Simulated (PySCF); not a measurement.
A side-by-side comparison of computed properties.

First species: C3ClF4O (charge +1).
SMILES: `[O+]#CC(F)(F)C(F)(F)Cl`

Second species: C4H8P2S.
Z-matrix (Å and degrees, GFN2-xTB geometry), rows numbered from 1:
```
C 
C   1  1.3243
C   2  1.4627  1  123.88
C   3  1.5396  2  119.20  1  -149.72
P   4  1.8237  3   66.47  2  -108.56
P   5  2.1857  3  106.69  4    98.21
S   5  1.9539  3  124.27  4  -105.18
H   1  1.0754  2  121.74  3  -178.97
H   1  1.0777  2  121.67  3     1.26
H   2  1.0828  1  120.62  3   178.32
H   3  1.0862  2  115.13  1    -5.97
H   4  1.0820  3  116.46  5  -113.31
H   4  1.0835  3  115.70  5   108.86
H   6  1.3950  5   91.51  3  -164.18
H   6  1.3957  5   91.38  3   103.50
```

Levels: PBE0/def2-SVPD for HOMO energy, LUMO energy, HOMO–LUMO gap, static isotropic polarisability and electronic spatial extent ⟨r²⟩ about the centre of nuclear charge; TDDFT PBE0/def2-SVPD for lowest singlet excitation; TDA PBE0/def2-SVPD for lowest triplet excitation (Tamm–Dancoff); GFN2-xTB for rotational constant A and rotational constant C. Geometries: GFN2-xTB. Each structure is a single optimised conformer of the isolated species, non-relativistic unless stated. Electronic properties by PySCF.

Dipoles, sizes and rotational constants follow the conformer. The torsions of the flexible species, by atom-mapped SMILES:
- `[O+:1]#[C:2][C:3]([F:4])([F:5])[C:6]([F:7])([F:8])[Cl:9]`: C2–C3–C6–F7 58°
- `[CH2:1]=[CH:2][C@@H:3]1[CH2:4][P@:5]1([PH2:6])=[S:7]`: C1–C2–C3–C4 -150°, H–P6–P5–C4 -112°, H–P6–P5–C4 155°

```
                                                         property    column X    column Y
                                                      HOMO energy    -6.34 eV   -14.86 eV
                                                      LUMO energy    -1.14 eV    -9.94 eV
                                                    HOMO–LUMO gap     5.20 eV     4.92 eV
                                        lowest singlet excitation     4.00 eV     3.86 eV
                         lowest triplet excitation (Tamm–Dancoff)     3.58 eV     3.55 eV
                                  static isotropic polarisability    127.2 au     56.3 au
electronic spatial extent ⟨r²⟩ about the centre of nuclear charge  1494 bohr²  1124 bohr²
                                            rotational constant A   1.840 GHz   2.067 GHz
                                            rotational constant C   0.806 GHz   1.006 GHz
```

Task: Which column belongs to which species?

Result: Column X is the second species and column Y the first. The first has 9 atoms and 78 electrons, the second 15 and 78; their charges are +1 and 0, their HOMO energies -14.86 eV and -6.34 eV.

Task: How does each property change from the first species to the second?

Result: HOMO energy +8.52 eV; LUMO energy +8.80 eV; HOMO–LUMO gap +0.28 eV; lowest singlet excitation +0.14 eV; lowest triplet excitation (Tamm–Dancoff) +0.03 eV; static isotropic polarisability +70.9 au; electronic spatial extent ⟨r²⟩ about the centre of nuclear charge +370 bohr²; rotational constant A -0.227 GHz; rotational constant C -0.200 GHz.

On the first: The polarisability is 8.34 Å³ as a volume (1 au = 0.148185 Å³), or 0.72 au for each of the 78 electrons. No computed singlet falls in the visible range (750 to 380 nm, 1.65 to 3.26 eV); S1 lies 0.60 eV above its blue end.

On the second: The 8 singlets span 4.00 to 5.70 eV, and their oscillator strengths add up to 0.31. S1 lies 1.20 eV below the HOMO–LUMO gap; its leading configuration is HOMO→LUMO, weight 0.95.
